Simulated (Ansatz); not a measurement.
Geometry optimisation, DFT r2SCAN, scalar-relativistic, plane waves, PAW in Ansatz 0.2.0.

The input (input.yaml):

```yaml
crystal:
  lattice:
    - [11.18, 0.0, 0.0]
    - [0.0, 11.18, 0.0]
    - [0.0, 0.0, 11.18]
  atoms:
    - { symbol: Rb, position: [0.0, 0.0, 0.0] }
    - { symbol: Rb, position: [0.5, 0.0, 0.0] }
    - { symbol: Rb, position: [0.0, 0.5, 0.0] }
    - { symbol: Rb, position: [0.0, 0.0, 0.5] }
    - { symbol: Rb, position: [0.25, 0.25, 0.25] }
    - { symbol: Rb, position: [0.5, 0.5, 0.0] }
    - { symbol: Rb, position: [0.5, 0.0, 0.5] }
    - { symbol: Rb, position: [0.75, 0.25, 0.25] }
    - { symbol: Rb, position: [0.0, 0.5, 0.5] }
    - { symbol: Rb, position: [0.25, 0.75, 0.25] }
    - { symbol: Rb, position: [0.25, 0.25, 0.75] }
    - { symbol: Rb, position: [0.5, 0.5, 0.5] }
    - { symbol: Rb, position: [0.75, 0.75, 0.25] }
    - { symbol: Rb, position: [0.75, 0.25, 0.75] }
    - { symbol: Rb, position: [0.25, 0.75, 0.75] }
    - { symbol: Rb, position: [0.75, 0.75, 0.75] }
    - { symbol: O, position: [0.8718622, 0.0035503, 0.744688] }
basis:
  ecutwfc: 500.0
kpoints:
  mp_grid: { grid: [1, 1, 1] }
hamiltonian:
  xc: r2scan
scf:
  occupations: { method: fermi_dirac, width: 0.1 }
  lower_state_search: "off"
relax:
  f_tol: 0.08
  max_steps: 25
  adjacent_minimum: "off"
```

Launched with:

```bash
$ ansatz run input.yaml --threads 4 --pin off --max-ram 10240MiB --backend cpu --events-out ev --progress --plain --runs-dir out
```

**Question.** Where does it end, and by what steps?

**Answer.** The forces met the threshold. Limits of this set-up: coarse k mesh, a small cell, in which the defect meets its images. After 4 steps the energy has fallen by 1.411 eV; Rb1 moved furthest, 0.58 Å.

| step | energy less start (eV) | largest force component (eV/Å) | accepted |
| --- | --- | --- | --- |
| 0 | 0.0000 | 0.825 | yes |
| 1 | -0.6477 | 0.730 | yes |
| 2 | -1.1827 | 0.523 | yes |
| 3 | -1.3989 | 0.105 | yes |
| 4 | -1.4114 | 0.013 | yes |

```xyz
17
Lattice="11.1800 0.0000 0.0000 0.0000 11.1800 0.0000 0.0000 0.0000 11.1800" Properties=species:S:1:pos:R:3
Rb -0.188 0.005 -0.550
Rb 5.569 0.002 0.021
Rb -0.051 5.592 -0.055
Rb -0.184 0.004 6.130
Rb 2.706 2.793 2.792
Rb 5.677 5.592 -0.001
Rb 5.569 0.002 5.563
Rb 8.437 2.745 2.793
Rb -0.051 5.591 5.640
Rb 2.706 8.390 2.792
Rb 2.822 2.825 8.382
Rb 5.676 5.592 5.586
Rb 8.437 8.438 2.792
Rb 8.555 2.261 8.379
Rb 2.822 8.359 8.382
Rb 8.558 8.925 8.378
O 9.767 0.004 8.379
```

The run took 81 s on 4 threads of Intel(R) Xeon(R) 6975P-C (Granite Rapids), with other jobs on the host, peak memory 3.9 GiB.
